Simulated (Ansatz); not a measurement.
Species: C4H11Ge, charge 0, multiplicity 2. SMILES: C([CH]C)[CH2][GeH3]
Geometry from a B3LYP-D3(BJ)/def2-TZVP (Ansatz, an electronic-structure program) optimisation:
```xyz
16

C      3.7862    -0.1564     0.0359
C      2.4930     0.4854     0.3837
C      1.1983    -0.1814     0.0776
C     -0.0217     0.7282     0.2449
Ge    -1.7298    -0.1676    -0.1609
H      3.7878    -0.5222    -0.9968
H      4.6276     0.5273     0.1557
H      3.9918    -1.0346     0.6683
H      2.4873     1.3397     1.0507
H      1.0769    -1.0714     0.7191
H      1.2305    -0.5823    -0.9442
H      0.0663     1.6005    -0.4064
H     -0.0758     1.1034     1.2697
H     -1.9316    -1.3760     0.7755
H     -2.9131     0.8020     0.0218
H     -1.7278    -0.6773    -1.6162
```
Charge 0, spin multiplicity 2.

Wanted: atomisation energy, in kcal/mol. Terms: atomisation electronic, to ground-state atoms; LANL2DZ with its own core potentials from Na on; UHF or UKS for open shells; non-relativistic; spin-orbit terms left out; 6-31G* and kin with 6d, 5d where marked; frozen cores in correlated levels (noble-gas shells and the d and f shells of earlier blocks). Ab initio and DFT rows: single points at B3LYP-D3(BJ) geometries (Ansatz).

| level | program | atomisation energy (kcal/mol) |
|---|---|---|
| MP2/STO-3G | Ansatz | 1493.2 |
| MP2/3-21G | Ansatz | 1195.6 |
| MP2/LANL2DZ | Ansatz | 1168.3 |
| MP2/6-31G* | Ansatz | 1246.4 |
| MP2/6-31G* with LANL2DZ past Ar | Ansatz | 1239.1 |

No value to compare with is used here. The 5 habitual levels span 1168.3 (MP2/LANL2DZ) to 1493.2 kcal/mol (MP2/STO-3G).

The sets are all those run for this method; left out are runs that failed, that the program found above a lower state of the same kind, or whose <S^2> lies over 0.5 above the pure value.
